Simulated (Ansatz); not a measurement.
`[F][AlH][PH2]` + CH₃SH → `C[S][AlH][F]` + PH₃ at 298.15 K and 1 bar (cleavage of the Al–P bond).

Program: Ansatz. Geometries: PBE0-D4/def2-TZVP. ΔE: electronic, gas phase. CCSD(T)/CBS is the MP2 limit (def2-TZVPP, def2-QZVPP) plus CCSD(T) − MP2 in def2-TZVPP, frozen cores. This one scheme is used for every species. Each species was taken in one conformer, which may not be the lowest.

| species | CCSD(T)/CBS energy (Eh) | H − E (kJ/mol) | S (J/(mol·K)) |
| --- | --- | --- | --- |
| `[F][AlH][PH2]` | -684.62569 | 85.9 | 305.8 |
| CH₃SH | -438.22835 | 133.0 | 253.2 |
| `C[S][AlH][F]` | -780.15488 | 147.1 | 333.6 |
| PH₃ | -342.72256 | 73.1 | 210.2 |

H − E and S are ideal-gas, rigid-rotor, harmonic terms from PBE0-D4/def2-TZVP, for one conformer and one mirror image of each species. 1 Eh = 2625.50 kJ/mol, R = 8.31446 J/(mol·K).

By hand: ΔE, ΔH, ΔS and ΔG.

ΔE = (-780.15488) + (-342.72256) − (-684.62569) − (-438.22835) = -0.02340 Eh = -61.4 kJ/mol. Δ(H − E) = 147.1 + 73.1 − 85.9 − 133.0 = 1.3, so ΔH = -60.1 kJ/mol. ΔS = 333.6 + 210.2 − 305.8 − 253.2 = -15.2 J/(mol·K). ΔG = -60.1 − 298.15 × (-15.2)/1000 = -55.6 kJ/mol.

By hand: the equilibrium constant, and the temperature at which ΔG would vanish if ΔH and ΔS stayed fixed.

log₁₀ K = −ΔG/(RT ln 10) = 9.7. ΔG = 0 at ΔH/ΔS = 3954 K, far beyond where these terms or the molecules hold.

ΔH outweighs TΔS. A doubt of 5 kJ/mol in ΔE shifts log₁₀ K by 0.9 here. Other conformers and mirror images would add mixing entropy, several J/(mol·K) or more a flexible species. These are equilibria of isolated gas molecules and say nothing of rates. Largest T1 diagnostic: 0.014 (customary marks: 0.02 for closed shells, 0.045 for open ones).
